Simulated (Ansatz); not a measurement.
A structure relaxed at PBE-D4/def2-SVPD in Ansatz, charge -1, singlet:

```xyz
5

Si    0.4824   -0.0649    0.3528
Si   -0.5382    0.1146   -1.6561
F     0.0945   -0.0786    2.0115
F    -2.2074    0.2867   -1.1656
F     2.1686   -0.2578    0.4573
```

Problem. Give its formula and point group.

Solution. Si2F3⁻. Point group Cs (tolerance 0.1 Å).

Problem. Summarise the bond lengths by kind (pairs closer than 1.2 times the sum of covalent radii, bridged metal pairs left out).

Solution. 3 × F–Si 1.70 to 1.75 Å; 1 × Si–Si 2.26 Å.

The highest occupied level of the charge -1 singlet lies above zero (up to 0.58 eV). By energy differences its removal costs 2.23 eV (vertical, to the charge 0 doublet, at PBE0-D4/def2-TZVPD). The structure comes from a short search, and lower isomers may exist.
